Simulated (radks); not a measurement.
Pd XXXVII, 10 electrons, occupied as [Ne]. Calculated with a radial shooting solver on a logarithmic mesh with Libxc functionals: non-relativistic Kohn-Sham, LDA (Slater exchange, Perdew-Wang correlation), spin-polarised, spherical densities, point nucleus; relativity is left out, which matters for an element this heavy.

Unscreened Slater integrals over Kohn-Sham orbitals (cm^-1). They are taken over the spin-up orbitals. Empty in this configuration: 3s.

F0(2p,2p): 1662800
F2(2p,2p): 795790
F0(2p,2s): 1504700
G1(2p,2s): 843550
F0(2p,1s): 2249300
G1(2p,1s): 425500
F0(2p,3s): 771490
G1(2p,3s): 81953
F0(2s,2s): 1406300
F0(2s,1s): 1967400
G0(2s,1s): 192300
F0(2s,3s): 751640
G0(2s,3s): 64627
F0(1s,1s): 6222700
F0(1s,3s): 880810
G0(1s,3s): 45939
F0(3s,3s): 589320
